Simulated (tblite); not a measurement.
C3H8BClN2.
Atom-mapped SMILES: `[NH2:1][B:2]([NH2:3])[CH2:4]/[CH:5]=[CH:6]\[Cl:7]` (hydrogens: H8, H9 on N1; H10, H11 on N3; H12, H13 on C4; H14 on C5; H15 on C6)

Computed with GFN2-xTB (tblite), gas phase: L-BFGS steps from a force-field or distance-geometry start until the largest atomic force falls under 0.01 eV/Å.

Step 41: E = -602.7116 eV
```
atom  x, y, z in Å  |  force x, y, z in eV/Å
N1     -1.2490    1.3910    0.8172   -0.041  -0.013  -0.073
B2     -1.0012    0.3626   -0.0981   -0.033   0.028  -0.040
N3     -1.9740   -0.6118   -0.3629   -0.020  -0.011   0.032
C4      0.4207    0.2829   -0.8505   -0.009  -0.013   0.012
C5      1.1972   -0.8526   -0.2863    0.010   0.001  -0.030
C6      2.2375   -0.7664    0.5264    0.010  -0.008   0.017
Cl7     2.9141    0.7380    1.0400    0.003   0.036   0.006
H8     -2.1141    1.4965    1.3162   -0.005   0.005   0.024
H9     -0.5895    2.1209    1.0058    0.049   0.031   0.051
H10    -2.8752   -0.6268    0.0817    0.027  -0.030  -0.016
H11    -1.8167   -1.3940   -0.9718   -0.038   0.032   0.002
H12     0.9800    1.2101   -0.7327    0.006  -0.032   0.000
H13     0.2669    0.1152   -1.9183    0.001  -0.021   0.027
H14     0.8406   -1.8454   -0.5325    0.055   0.027   0.003
H15     2.7586   -1.6123    0.9438   -0.015  -0.032  -0.015
```

Step 42: E = -602.7127 eV
```
atom  x, y, z in Å  |  force x, y, z in eV/Å
N1     -1.2520    1.3936    0.8137   -0.008   0.018  -0.061
B2     -1.0041    0.3627   -0.0991   -0.009   0.023  -0.006
N3     -1.9775   -0.6104   -0.3638   -0.025   0.006   0.037
C4      0.4197    0.2783   -0.8459    0.004  -0.014  -0.010
C5      1.2008   -0.8575   -0.2870    0.003   0.024  -0.031
C6      2.2424   -0.7655    0.5238   -0.008  -0.021   0.024
Cl7     2.9072    0.7413    1.0437    0.005   0.044   0.005
H8     -2.1166    1.5033    1.3125   -0.010  -0.003   0.019
H9     -0.5857    2.1163    1.0124    0.020  -0.002   0.031
H10    -2.8788   -0.6173    0.0797    0.001  -0.044  -0.014
H11    -1.8235   -1.3946   -0.9704   -0.036   0.027  -0.004
H12     0.9778    1.2068   -0.7293    0.010  -0.044   0.007
H13     0.2653    0.1120   -1.9133   -0.001  -0.024   0.004
H14     0.8522   -1.8524   -0.5388    0.055   0.058   0.013
H15     2.7685   -1.6082    0.9399   -0.002  -0.048  -0.015
```

Step 43: E = -602.7134 eV
```
atom  x, y, z in Å  |  force x, y, z in eV/Å
N1     -1.2546    1.3966    0.8096    0.007   0.043  -0.040
B2     -1.0065    0.3635   -0.1006    0.006   0.008   0.024
N3     -1.9799   -0.6098   -0.3633   -0.019   0.019   0.031
C4      0.4188    0.2748   -0.8422    0.010  -0.011  -0.026
C5      1.2038   -0.8603   -0.2874    0.006   0.035  -0.019
C6      2.2458   -0.7653    0.5225   -0.014  -0.015   0.027
Cl7     2.9025    0.7444    1.0459    0.004   0.031   0.007
H8     -2.1175    1.5067    1.3118   -0.002  -0.005   0.008
H9     -0.5827    2.1129    1.0161   -0.004  -0.022   0.019
H10    -2.8822   -0.6104    0.0767   -0.028  -0.050  -0.003
H11    -1.8285   -1.3945   -0.9692   -0.031   0.016  -0.013
H12     0.9758    1.2037   -0.7259    0.016  -0.040   0.007
H13     0.2635    0.1088   -1.9090    0.002  -0.023  -0.021
H14     0.8621   -1.8563   -0.5437    0.043   0.058   0.015
H15     2.7753   -1.6068    0.9368    0.006  -0.044  -0.016
```

Step 44: E = -602.7141 eV
```
atom  x, y, z in Å  |  force x, y, z in eV/Å
N1     -1.2570    1.4002    0.8051    0.012   0.054  -0.019
B2     -1.0083    0.3641   -0.1014    0.011  -0.007   0.044
N3     -1.9818   -0.6096   -0.3618   -0.014   0.018   0.019
C4      0.4182    0.2720   -0.8397    0.007  -0.005  -0.033
C5      1.2067   -0.8614   -0.2879    0.014   0.036  -0.001
C6      2.2483   -0.7654    0.5224   -0.010   0.000   0.029
Cl7     2.8998    0.7471    1.0476    0.000   0.009   0.009
H8     -2.1177    1.5085    1.3122    0.008  -0.004  -0.005
H9     -0.5802    2.1104    1.0184   -0.018  -0.030   0.012
H10    -2.8856   -0.6060    0.0739   -0.046  -0.048   0.008
H11    -1.8331   -1.3936   -0.9690   -0.025   0.013  -0.016
H12     0.9743    1.2010   -0.7233    0.021  -0.026   0.002
H13     0.2613    0.1057   -1.9057    0.006  -0.020  -0.041
H14     0.8712   -1.8579   -0.5475    0.024   0.037   0.010
H15     2.7797   -1.6070    0.9347    0.008  -0.029  -0.018
```

**Question.** Estimate the geometry and energy of step 45. (The exact step hangs on the optimiser's Hessian estimate; all steps are aligned on step 44, rigid shifts and turns removed.)

**Answer.** E = -602.7148 eV, largest force 0.068 eV/Å
```
atom  x, y, z in Å  |  force x, y, z in eV/Å
N1     -1.2593    1.4041    0.8007    0.007   0.051   0.002
B2     -1.0095    0.3640   -0.1009    0.008  -0.021   0.045
N3     -1.9836   -0.6097   -0.3594   -0.007   0.015   0.006
C4      0.4177    0.2695   -0.8384   -0.001   0.002  -0.030
C5      1.2101   -0.8613   -0.2888    0.020   0.026   0.020
C6      2.2502   -0.7654    0.5234    0.000   0.019   0.027
Cl7     2.8987    0.7493    1.0495   -0.005  -0.014   0.013
H8     -2.1185    1.5109    1.3115    0.022  -0.005  -0.017
H9     -0.5779    2.1077    1.0215   -0.023  -0.029   0.007
H10    -2.8889   -0.6042    0.0727   -0.053  -0.038   0.018
H11    -1.8387   -1.3915   -0.9705   -0.015   0.015  -0.014
H12     0.9732    1.1983   -0.7217    0.024  -0.006  -0.008
H13     0.2587    0.1022   -1.9037    0.011  -0.014  -0.050
H14     0.8805   -1.8579   -0.5510    0.002   0.005   0.002
H15     2.7827   -1.6080    0.9333    0.007  -0.007  -0.020
```

The energy changes by -0.0008 eV. The first-order estimate −F·Δx gives -0.0010 eV and the mean of the old and new forces, exact on a quadratic surface, -0.0007 eV. The step makes an angle of 68° with the force vector and moves no atom by more than 0.010 Å.

The cost below is that of the whole relaxation. On one thread of an Arm Neoverse N1, no GPU, shared host with 64 logical CPUs at a one-minute load of 57, this took 1.4 s of wall time.
